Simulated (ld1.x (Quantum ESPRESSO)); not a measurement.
Bi: variants of one TM potential

Base potential:

- Element: bismuth
- Generator: ld1.x (Quantum ESPRESSO) 7.5
- Type: norm-conserving Troullier–Martins (Kleinman–Bylander form)
- Functional: PBE
- Relativity: non-relativistic
- Frozen core: [Xe] 4f14
- Valence charge: 15
- Reference configuration: 5d10 6s2 6p1.5 (charge +1.5)
- Partial waves: 6s (bound): rc 2.00 bohr; 5d (bound): rc 1.15 bohr; 6p (bound): rc 2.35 bohr
- Local potential: the p channel
- Core correction: Bessel-smoothed model core inside 0.95 bohr

All-electron outer shells of the reference configuration (PBE, non-relativistic, ld1.x):

```json
{"shell": "5p", "level (eV)": "-102.03", "outermost node (bohr)": "0.50", "outermost maximum (bohr)": "0.90"}
{"shell": "5d", "level (eV)": "-43.31", "outermost node (bohr)": "0.51", "outermost maximum (bohr)": "1.03"}
{"shell": "6s", "level (eV)": "-22.59", "outermost node (bohr)": "1.10", "outermost maximum (bohr)": "2.08"}
{"shell": "6p", "level (eV)": "-15.16", "outermost node (bohr)": "1.19", "outermost maximum (bohr)": "2.41"}
```

Cutoffs, loose and tight: the cutoffs (Ry, on a coarse ladder) from which the occupation-weighted sum of valence levels, in a spherical-Bessel basis at the reference potential, stays within 10 and 1 mRy of its value at 400 Ry. They do not see the model core or the augmentation charge, which bear on the density cutoff. Test errors are all-electron minus pseudo excitation energies from the reference, over the configurations 5d10 6s2 6p3; 5d10 6s2 6p2; 5d10 6s2 6p1; 5d10 6s2 6p3.3; 5d9 6s2 6p4; 5d10 6s2 6p2.5; 5d10 6s2 6p0. A dash means not determined; rows that change the core or the reference have their own tests.

A true bound ghost makes a file unfit for plane-wave use even where its test errors are small: the radial tests pick states by their node count and pass the ghost by.

| change | outcome | cutoff, loose | cutoff, tight | bound ghosts | largest test error (meV) |
| --- | --- | --- | --- | --- | --- |
| base | generated | 100 Ry | 140 Ry | none | -434 |
| all radii but the core radius scaled by about 0.79 (s 1.58, p 1.84, d 0.90 bohr) | generated | 260 Ry | over 300 Ry | none | -209 |
| all radii but the core radius scaled by about 0.85 (s 1.70, p 2.00, d 0.98 bohr) | generated | 160 Ry | 300 Ry | s | -368 |
| all radii but the core radius scaled by about 0.93 (s 1.86, p 2.20, d 1.08 bohr) | generated | 90 Ry | 140 Ry | none | -393 |
| all radii but the core radius scaled by about 1.10 (s 2.20, p 2.58, d 1.26 bohr) | generated | 90 Ry | 110 Ry | none | -430 |
| all radii but the core radius scaled by about 1.19 (s 2.38, p 2.80, d 1.38 bohr) | generated | 60 Ry | 100 Ry | none | -400 |
| all radii but the core radius scaled by about 1.28 (s 2.56, p 3.02, d 1.48 bohr) | generated | 55 Ry | 100 Ry | none | -342 |
| all radii but the core radius scaled by about 1.37 (s 2.74, p 3.22, d 1.58 bohr) | generated | 60 Ry | 100 Ry | none | -232 |

Reading the sweep of the scale of all radii but the core radius (base = 1) (base included, trends over the rows without a ghost): The loose cutoff is not monotonic: lowest 55 Ry at 1.28, highest 260 Ry at 0.79. The median size of the test errors (rows with all tests solved) is not monotonic: lowest 3.1 meV at 1.1, highest 22.8 meV at 1.37. Bound ghosts are found at 0.85.
